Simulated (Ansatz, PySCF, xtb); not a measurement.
Spectroscopic constants of MgF+, closed-shell singlet (lowest of 2S+1 = 1, 3 at CCSD(T)/def2-TZVPP on PBE0 minima; our sources give no spin for the ground state, which may be another).

Constants: fifth-degree fit in 1/R to seven points, most abundant isotopes. In def2 and cc sets the state is the lowest found near the PBE0 minimum, followed along R. The singlet is held restricted.

Correlated levels freeze the inner cores; with def2 sets outer-core shells near the valence are correlated too. Rows in 6-31G* carry no dispersion term and start afresh at each structure (6-31G* with six Cartesian d functions).

The values were computed with Ansatz (Gaussian orbitals); PySCF for 6-31G* rows; xtb for the GFN methods. Values without a source in brackets are computed.

```csv
level,r_e (Å),ω_e (cm⁻¹),ω_e x_e (cm⁻¹)
GFN1-xTB,1.669,[?],7.2
BP86/6-31G*,1.717,807,3.8
r2SCAN/def2-TZVPP,1.703,819,4.0
B97M-V/def2-TZVPP,1.696,823,4.3
B3LYP/6-31G*,1.703,835,3.9
PBE0/def2-TZVPP,1.700,820,4.1
CCSD/def2-QZVPP,1.686,865,4.3
CCSD(T)/def2-QZVPP,[?],[?],4.4
```

Task: Fill in the missing entries.

Result: 
- CCSD(T)/def2-QZVPP, r_e (Å): 1.690
- CCSD(T)/def2-QZVPP, ω_e (cm⁻¹): 854
- GFN1-xTB, ω_e (cm⁻¹): 639

Ansatz is an electronic-structure program.
